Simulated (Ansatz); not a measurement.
Energy needed to pull apart AlNH2Te (SMILES [NH]1[AlH][Te]1), closed shell, into free ground-state atoms, from the structure below (displaced at random from a GFN2-xTB minimum); no zero-point or spin–orbit terms; open-shell atoms are treated unrestricted, in their ground-state multiplicity.

```
5
angstrom
N -0.6532 -0.5355 -0.3804
Al 0.1463 0.6559 0.1195
Te 0.7511 -1.5791 0.9689
H -1.7082 -1.0270 -0.6662
H 0.8708 2.2856 -0.0364
```

Computed with Ansatz 0.2.0 (basis: def2-TZVPP); correlated methods freeze the cores. Filled d shells of the heavier atoms are correlated. Core potentials replace the inner electrons of the atoms past krypton. The def2 sets are not built for correlating such inner shells, so the correlated values are less sure here.

| method | atomization energy (eV) |
| --- | --- |
| SPW92 | 14.13 |
| PBE-D4 | 11.95 |
| r2SCAN-D4 | 11.45 |
| PBE0-D4 | 11.34 |
| r2SCANh-D4 | 11.24 |
| wB97M-V | ? |
| HF | 5.54 |
| MP2 | ? |
| CCSD | 10.37 |
| CCSD(T) | 10.81 |

Problem. What does MP2 give? (An estimate is asked for; the value comes from the calculation.)

Solution. The calculation gives: 11.14 eV, which is about 0.32 eV more than CCSD(T)/def2-TZVPP.

Problem. What does wB97M-V give? (An estimate is asked for; the value comes from the calculation.)

Solution. The calculation gives: 11.39 eV, which is about 0.57 eV more than CCSD(T)/def2-TZVPP.

In triple zeta the MP2 and coupled-cluster atomization energies are still short of their basis limit by a few kcal/mol a bond, whereas those of the functionals are nearly converged, so these differences are not deviations from converged CCSD(T).

The T1 diagnostic stays at or below 0.015.

For scale, one of the runs: CCSD(T)/def2-TZVPP forces, 151 basis functions (an equivalent command: `ansatz run in.yaml --threads 4`). The run took 100 s on 4 CPU threads (shared host), with 2 GiB of host memory at its peak.
